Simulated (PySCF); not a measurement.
PySCF job for SnO2, SMILES [O]=[Sn]=[O], TDA-CAM-B3LYP/def2-SVPD. Coordinates come from a r2SCAN-D4/def2-TZVP optimisation. The def2 effective core potentials stand for the cores of Sn; spin–orbit coupling is left out.

```python
import numpy as np
from pyscf import gto, scf, dft, tdscf

mol = gto.M(
    atom='''
    Sn    0.00000000    0.00000000    0.00000000
    O     0.00000000    0.00000000   -1.80786977
    O     0.00000000    0.00000000    1.80786977
    ''',
    basis='def2-SVPD',
    ecp={'Sn': 'def2-svp'},
    charge=0,
    spin=0,
    symmetry=True,
    symmetry_subgroup='D2h',
    max_memory=1600,
    verbose=4,
)
mf = dft.RKS(mol, xc='cam-b3lyp').density_fit(auxbasis='def2-universal-jkfit')
mf.grids.level = 3
mf.conv_tol = 1e-9
mf.max_cycle = 100
mf.kernel()
mf.grids = dft.Grids(mol).set(level=1).build(with_non0tab=True)  # coarser grid for the response kernel
td = tdscf.TDA(mf)
td.singlet = True
td.nstates = 10
td.conv_tol = 1e-4
td.positive_eig_threshold = 1e-6
td.kernel(x0=td.get_init_guess(mf, 15))
td.analyze()
tt = tdscf.TDA(mf)
tt.singlet = False
tt.nstates = 4
tt.conv_tol = 1e-4
tt.positive_eig_threshold = 1e-6
tt.kernel(x0=tt.get_init_guess(mf, 9))
tt.analyze(verbose=3)
```

Output:

```
PySCF version 2.14.0

[INPUT] verbose = 4
[INPUT] num. atoms = 3
[INPUT] num. electrons = 38
[INPUT] charge = 0
[INPUT] spin (= nelec alpha-beta = 2S) = 0
[INPUT] symmetry True subgroup D2h
[INPUT] Mole.unit = angstrom
[INPUT] Symbol           X                Y                Z      unit          X                Y                Z       unit  Magmom
[INPUT]  1 Sn     0.000000000000   0.000000000000   0.000000000000 AA    0.000000000000   0.000000000000   0.000000000000 Bohr   0.0
[INPUT]  2 O      0.000000000000   0.000000000000  -1.807869770000 AA    0.000000000000   0.000000000000  -3.416378734180 Bohr   0.0
[INPUT]  3 O      0.000000000000   0.000000000000   1.807869770000 AA    0.000000000000   0.000000000000   3.416378734180 Bohr   0.0

nuclear repulsion = 112.399716155041
point group symmetry = Dooh, use subgroup D2h
symmetry origin: [0. 0. 0.]
symmetry axis x: [1. 0. 0.]
symmetry axis y: [0. 1. 0.]
symmetry axis z: [0. 0. 1.]
num. orbitals of irrep Ag = 22
num. orbitals of irrep B1g = 5
num. orbitals of irrep B2g = 8
num. orbitals of irrep B3g = 8
num. orbitals of irrep Au = 2
num. orbitals of irrep B1u = 15
num. orbitals of irrep B2u = 9
num. orbitals of irrep B3u = 9
number of shells = 30
number of NR pGTOs = 133
number of NR cGTOs = 78
basis = def2-SVPD
ecp = {'Sn': 'def2-svp'}


[settings echo left out]
init E= -341.430100182517
HOMO (B2g) = -0.870882002741421  LUMO (Ag) = -0.767606149970717  gap/eV = 2.81028
cycle= 1 E= -363.807952438567  delta_E= -22.4  |g|= 2.01  |ddm|= 8.53
HOMO (B2g) = -0.342417072036257  LUMO (Ag) = -0.00728271925669688  gap/eV = 9.11947
cycle= 2 E= -364.114556237172  delta_E= -0.307  |g|= 1.48  |ddm|= 7.04
HOMO (B3g) = -0.30199030661308  LUMO (Ag) = -0.0549620161649678  gap/eV = 6.72198
cycle= 3 E= -364.384393015805  delta_E= -0.27  |g|= 0.66  |ddm|= 2.02
HOMO (B2g) = -0.387353095795049  LUMO (Ag) = -0.100615984712228  gap/eV = 7.80251
cycle= 4 E= -364.46865180623  delta_E= -0.0843  |g|= 0.129  |ddm|= 0.587
HOMO (B2g) = -0.376460334660903  LUMO (Ag) = -0.0940855907288061  gap/eV = 7.68381
cycle= 5 E= -364.472196556091  delta_E= -0.00354  |g|= 0.00677  |ddm|= 0.112
HOMO (B2g) = -0.37731024799973  LUMO (Ag) = -0.0943525881352159  gap/eV = 7.69967
cycle= 6 E= -364.472213768747  delta_E= -1.72e-05  |g|= 0.00111  |ddm|= 0.0161
HOMO (B2g) = -0.377402868883363  LUMO (Ag) = -0.0945563255283872  gap/eV = 7.69665
cycle= 7 E= -364.472214636258  delta_E= -8.68e-07  |g|= 0.000246  |ddm|= 0.00273
HOMO (B2g) = -0.377364980407126  LUMO (Ag) = -0.0945398665288231  gap/eV = 7.69606
cycle= 8 E= -364.472214685232  delta_E= -4.9e-08  |g|= 6.59e-05  |ddm|= 0.000807
HOMO (B2g) = -0.377365145238354  LUMO (Ag) = -0.0945384722547686  gap/eV = 7.69611
cycle= 9 E= -364.472214687985  delta_E= -2.75e-09  |g|= 1.24e-05  |ddm|= 0.000219
HOMO (B2g) = -0.377366880888971  LUMO (Ag) = -0.0945396759957475  gap/eV = 7.69612
cycle= 10 E= -364.472214688024  delta_E= -3.92e-11  |g|= 4.76e-07  |ddm|= 2.72e-05
HOMO (B2g) = -0.37736674963723  LUMO (Ag) = -0.0945396399338776  gap/eV = 7.69612
Extra cycle  E= -364.472214688025  delta_E= -1.02e-12  |g|= 7.69e-07  |ddm|= 1.34e-06
converged SCF energy = -364.472214688025
tot grids = 18392
Overwritten attributes  positive_eig_threshold  of <class 'pyscf.tdscf.rks.TDA'>


******** <class 'pyscf.tdscf.rks.TDA'> for <class 'pyscf.df.df_jk.DFSymAdaptedRKS'> ********
nstates = 10 singlet
deg_eia_thresh = 1.000e-03
wfnsym = None
conv_tol = 0.0001
eigh lindep = 1e-12
eigh level_shift = 0
eigh max_cycle = 100


Excitation energies (eV)
[3.44830784 3.44830784 4.73143411 4.73143411 4.96546472 5.01510538
 5.12746504 5.12753437 6.03028953 6.29832729]

** Singlet excitation energies and oscillator strengths **
Excited State   1:  B2g      3.44831 eV    359.55 nm  f=0.0000
      18 -> 20       -0.69908
Excited State   2:  B3g      3.44831 eV    359.55 nm  f=0.0000
      19 -> 20       -0.69908
Excited State   3:  B3u      4.73143 eV    262.04 nm  f=0.0513
      17 -> 20       -0.69651
Excited State   4:  B2u      4.73143 eV    262.04 nm  f=0.0513
      16 -> 20       -0.69651
Excited State   5:   Au      4.96546 eV    249.69 nm  f=0.0000
      18 -> 21       -0.49771
      19 -> 22        0.49771
Excited State   6:  B1u      5.01511 eV    247.22 nm  f=0.0201
      15 -> 20        0.51608
      18 -> 22       -0.33738
      19 -> 21       -0.33738
Excited State   7:   Au      5.12747 eV    241.80 nm  f=0.0000
      18 -> 21       -0.49814
      19 -> 22       -0.49814
Excited State   8:  B1u      5.12753 eV    241.80 nm  f=0.0000
      18 -> 22        0.49814
      19 -> 21       -0.49814
Excited State   9:  B1g      6.03029 eV    205.60 nm  f=0.0000
      16 -> 22        0.49657
      17 -> 21       -0.49657
Excited State  10:  B1g      6.29833 eV    196.85 nm  f=0.0000
      16 -> 22       -0.49775
      17 -> 21       -0.49775

** Transition electric dipole moments (AU) **
state          X           Y           Z        Dip. S.      Osc.
  1        -0.0000     -0.0000      0.0000      0.0000      0.0000
  2         0.0000      0.0000      0.0000      0.0000      0.0000
  3        -0.6650     -0.0000     -0.0000      0.4422      0.0513
  4        -0.0000     -0.6650     -0.0000      0.4422      0.0513
  5        -0.0000      0.0000     -0.0000      0.0000      0.0000
  6        -0.0000      0.0000      0.4041      0.1633      0.0201
  7        -0.0000      0.0000     -0.0000      0.0000      0.0000
  8         0.0000     -0.0000      0.0000      0.0000      0.0000
  9         0.0000      0.0000     -0.0000      0.0000      0.0000
 10        -0.0000     -0.0000      0.0000      0.0000      0.0000

WARN: ECP detected. Skipping calculation of transition velocity and magnetic dipole moments, which have not yet been implemented.



******** <class 'pyscf.tdscf.rks.TDA'> for <class 'pyscf.df.df_jk.DFSymAdaptedRKS'> ********
nstates = 4 triplet
deg_eia_thresh = 1.000e-03
wfnsym = None
conv_tol = 0.0001
eigh lindep = 1e-12
eigh level_shift = 0
eigh max_cycle = 100


Excitation energies (eV)
[2.80183833 2.80183833 3.7382635  3.92440409]

** Triplet excitation energies and oscillator strengths **
Excited State   1:  B2g      2.80184 eV    442.51 nm  f=0.0000
Excited State   2:  B3g      2.80184 eV    442.51 nm  f=0.0000
Excited State   3:  B1u      3.73826 eV    331.66 nm  f=0.0000
Excited State   4:  B3u      3.92440 eV    315.93 nm  f=0.0000
```

The run converged.

Cost: around 8 core-seconds (rough).
